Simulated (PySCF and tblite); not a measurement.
Values are calculated unless marked as measured or tabulated.
C9H12, numbered as in [CH:1]#[C:2][C@@H:3]1[CH2:4][C@@H:5]2[CH2:6][CH2:7][C@@H:8]2[CH2:9]1.

First level. Free energies: PBE0-D3(BJ)/pcSseg-1 on GFN2-xTB structures plus GFN2-xTB thermal terms, symmetry and mirror images included. Conformers within 2.5 kcal/mol (GFN2-xTB free energy) were kept, 2 at most. GIAO shieldings: PBE0/pcSseg-1. Shifts are against TMS (¹H), TMS (¹³C) at the same level; of two unlike H on one atom, a is the less shielded. Codes: tblite and PySCF.

It gives, at 298.15 K, with 2 conformers (largest weight 88 %): ¹H: 3.02 (H3, 1H), 2.73 (H5/H8, 2H), 2.22 (H6a/H7a, 2H), 2.17 (H6b/H7b, 2H), 1.95 (H4a/H9a, 2H), 1.88 (H4b/H9b, 2H), 1.54 (H1, 1H) ppm. ¹³C: 96.0 (C2), 75.0 (C1), 44.9 (C4/C9), 40.3 (C5/C8), 32.8 (C3), 25.7 (C6/C7) ppm.

Second level: GFN2-xTB geometries, energies HSE06-D3(BJ)/pcSseg-1 (IEF-PCM, benzene), shieldings HSE06/pcSseg-1 (IEF-PCM, benzene), on up to 2 of the same conformers.

(1) How do the averaged shifts change?

GFN2-xTB leaves a saturated small ring flat here that puckers in reality. Shifts are unscaled: against experiment ¹³C can be off by 15 ppm or more and ¹H by 0.8 ppm.

## Answers

(1) 
```json
{"signal": "H1", "first": "1.54", "second": "1.66", "change (ppm)": "0.12"}
{"signal": "H3", "first": "3.02", "second": "3.02", "change (ppm)": "0.00"}
{"signal": "H4a/H9a", "first": "1.95", "second": "2.06", "change (ppm)": "0.11"}
{"signal": "H4b/H9b", "first": "1.88", "second": "1.84", "change (ppm)": "-0.04"}
{"signal": "H5/H8", "first": "2.73", "second": "2.74", "change (ppm)": "0.01"}
{"signal": "H6a/H7a", "first": "2.22", "second": "2.24", "change (ppm)": "0.03"}
{"signal": "H6b/H7b", "first": "2.17", "second": "2.07", "change (ppm)": "-0.10"}
{"signal": "C1", "first": "75.0", "second": "75.1", "change (ppm)": "0.0"}
{"signal": "C2", "first": "96.0", "second": "97.2", "change (ppm)": "1.1"}
{"signal": "C3", "first": "32.8", "second": "33.2", "change (ppm)": "0.5"}
{"signal": "C4/C9", "first": "44.9", "second": "45.8", "change (ppm)": "0.9"}
{"signal": "C5/C8", "first": "40.3", "second": "40.7", "change (ppm)": "0.4"}
{"signal": "C6/C7", "first": "25.7", "second": "26.2", "change (ppm)": "0.5"}
```

The largest weight becomes 79 %.
